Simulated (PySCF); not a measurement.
**Basis and Hamiltonian dependence of the ionisation energy of Cu**

Cu [Ar] 3d10 4s1 (2S) → Cu⁺ [Ar] 3d10 (1S). All values are computed (PySCF 2.14, energy differences of UHF-based or UKS calculations, no spin-orbit coupling). Values in eV.

```tsv
basis	Hamiltonian	functions	UHF	PBE	PBE0	MP2 (valence)	CCSD(T) (valence)	CCSD(T) (valence and next inner shell)
x2c-SVPall	spin-free X2C	36	6.561	8.257	n/a	7.149	7.185	n/a
Sapporo-DKH3-DZP-2012	spin-free X2C	40	6.569	n/a	n/a	7.352	7.348	n/a
cc-pVDZ-DK	spin-free X2C	43	6.584	n/a	n/a	7.432	7.418	n/a
def2-TZVP	non-relativistic	45	6.442	n/a	7.771	7.161	7.157	n/a
aug-cc-pVDZ-PP with ECP10MDF	ECP	54	6.596	8.387	7.980	7.542	7.529	n/a
cc-pVTZ-PP with ECP10MDF	ECP	63	6.580	8.296	7.915	7.476	n/a	n/a
def2-TZVPPD	non-relativistic	67	6.441	8.160	7.771	7.292	7.280	7.299
aug-cc-pwCVDZ-PP with ECP10MDF	ECP	70	6.596	8.359	7.958	7.551	7.537	7.573
aug-cc-pVTZ-PP with ECP10MDF	ECP	88	6.585	8.343	7.941	7.642	7.653	n/a
def2-QZVPPD	non-relativistic	100	6.422	8.144	7.747	7.425	7.454	n/a
aug-cc-pwCVTZ-PP with ECP10MDF	ECP	122	6.585	8.341	7.940	7.648	n/a	n/a
aug-cc-pwCVTZ-DK	spin-free X2C	127	6.583	8.381	7.969	7.658	n/a	7.699
aug-cc-pVQZ-PP with ECP10MDF	ECP	135	6.583	8.338	7.936	7.675	n/a	n/a
```

Problem. Estimate the row for aug-cc-pVTZ-PP with one added diffuse shell each of s, p, d, f, g type with ECP10MDF (ECP, 113 functions).

Solution. From the rows with the same Hamiltonian and similar size; the calculation gives UHF 6.58; PBE 8.34; PBE0 7.94; MP2 (valence) 7.67 (eV).

Extrapolation of MP2 (valence) from aug-cc-pVTZ-PP with ECP10MDF and aug-cc-pVQZ-PP with ECP10MDF: the correlation parts are 1.057 and 1.091 eV; with the X⁻³ form and unrounded values, (4³ × 1.091 − 3³ × 1.057)/(4³ − 3³) = 1.116 eV, and adding the Hartree-Fock value 6.583 eV of the larger basis gives 7.700 eV.

Frozen in the all-electron rows: valence: [Ar]; valence and next inner shell: [Ne]; with a core potential, the same shells as far as they lie outside it.

Non-relativistic rows lack the scalar-relativistic shift.

Reference for a calculation without spin-orbit coupling: 7.726 eV (measured, between term centres; NIST).
